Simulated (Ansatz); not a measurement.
FH3NNbOS, SMILES `[NH2][Nb]([OH])([F])=[S]`, relaxed with RKS PBE0-D4/def2-TZVP in Ansatz from a PBE-D4/def2-SVP geometry. The force threshold is 0.005 eV/Å; the program also tests the step.

Charge 0, multiplicity 1. Nb: def2 effective core potential.

Start:

```xyz
8

N    -1.176   -0.527   -0.726
Nb    0.436    0.397   -0.099
O     1.232   -0.638    1.276
F     1.671    0.578   -1.515
S    -0.237    2.325    0.624
H    -2.123   -0.144   -0.806
H    -1.175   -1.524   -0.977
H     1.373   -0.468    2.224
```

Problem. How much energy does the relaxation release, and in how many steps? (Estimate.)

Solution. Computed: 3.63 kJ/mol, in 6 steps.

Problem. Which bonds change most? (An estimate is asked.)

Solution. Computed: Nb2–S5 from 2.166 to 2.142 Å; N1–H7 from 1.028 to 1.012 Å; Nb2–F4 from 1.887 to 1.871 Å; N1–H6 from 1.024 to 1.009 Å.

Problem. Give the relaxed structure. (Best estimate.)

Solution. The calculation gave: 
```xyz
8

N    -1.172   -0.530   -0.728
Nb    0.426    0.388   -0.094
O     1.222   -0.633    1.272
F     1.657    0.569   -1.492
S    -0.234    2.295    0.623
H    -2.098   -0.136   -0.797
H    -1.176   -1.509   -0.983
H     1.374   -0.443    2.199
```
